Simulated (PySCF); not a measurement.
Compound: 2-methyl-6-hepten-3-ol, C8H16O.
Numbering: `[CH2:1]=[CH:2][CH2:3][CH2:4][C@H:5]([OH:6])[CH:7]([CH3:8])[CH3:9]` (hydrogens: H10, H11 on C1; H12 on C2; H13, H14 on C3; H15, H16 on C4; H17 on C5; H18 on O6; H19 on C7; H20, H21, H22 on C8; H23, H24, H25 on C9)

The calculation used PBE0-D3(BJ)/def2-SVP geometry optimisation, gas phase in PySCF.

**Question.** Give the optimised bond lengths and angles.

**Answer.** 
```
                  bond  length (bohr)
                 C1=C2          2.520
                 C2–C3          2.824
                 C3–C4          2.886
                 C4–C5          2.884
                 C5–O6          2.669
                 C5–C7          2.904
                 C7–C8          2.881
                 C7–C9          2.881
                C1–H10          2.066
                C1–H11          2.070
                C2–H12          2.077
                C3–H13          2.085
                C3–H14          2.085
                C4–H15          2.081
                C4–H16          2.093
                C5–H17          2.090
                O6–H18          1.823
                C7–H19          2.096
C8–H20, C8–H21, C8–H22          2.081
C9–H23, C9–H24, C9–H25          2.080
```

Bonds in one row agree within 0.02 bohr and their mean is given. A selection of angles:
```
    angle  degrees
 C1–C2–C3    125.7
 C2–C3–C4    112.9
 C3–C4–C5    113.0
 C4–C5–O6    110.6
 C4–C5–C7    113.9
 O6–C5–C7    110.9
 C5–C7–C8    112.9
 C5–C7–C9    110.4
 C8–C7–C9    110.9
H18–O6–C5    107.3
```

Torsions: C1–C2–C3–C4 119° (anticlinal); C2–C3–C4–C5 176° (antiperiplanar); C3–C4–C5–O6 -54° (synclinal); C4–C5–C7–C8 -55° (synclinal); H18–O6–C5–C4 -65° (synclinal).

Of the pairs four or more bonds apart, O6···H24 is among the closest relative to their van der Waals radii: 2.46 Å, 91 % of the sum of Bondi's values. The C–C distances run from 1.334 Å (C1=C2, drawn double) to 1.537 Å (C5–C7, drawn single), a spread of 0.203 Å.

Point group: C1 (no symmetry element, even within 0.4 Å). Stationary, but not proved a minimum. One conformer, not necessarily the lowest (C1–C2–C3–C4 119°, C2–C3–C4–C5 176°, C3–C4–C5–O6 -54°, C4–C5–O6–H -65°, C4–C5–C7–C8 -55°).
